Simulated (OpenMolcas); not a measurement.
# GaNH2F2 (SMILES [NH2][Ga]([F])[F]): the HOMO–LUMO gap, rung by rung

GaNH2F2: 6 atoms, total charge 0, spin state singlet. SMILES: `[NH2][Ga]([F])[F]`. Geometry: relaxed at PBE0-D4/def2-TZVP.

Each level gives the HOMO–LUMO gap (eV). The values are calculated.

```tsv
level	kind	program	value (eV)
HF/cc-pVDZ	Hartree–Fock	OpenMolcas	14.24
BLYP/cc-pVDZ	GGA	OpenMolcas	4.51
revPBE/cc-pVDZ	GGA	OpenMolcas	4.69
TPSS/cc-pVDZ	meta-GGA	OpenMolcas	4.88
r2SCAN/cc-pVDZ	meta-GGA	OpenMolcas	5.34
B3LYP/cc-pVDZ	global hybrid	OpenMolcas	6.49
M06-2X/cc-pVDZ	hybrid meta-GGA	OpenMolcas	9.48
B2PLYP/cc-pVDZ	double hybrid	OpenMolcas	9.70
```

All-electron rows without a relativistic Hamiltonian named are non-relativistic. The values span 4.51 to 14.24 eV. Orbital gaps aren't excitation energies, and those of double hybrids come from the SCF part alone; they tend to grow with the share of exact exchange.
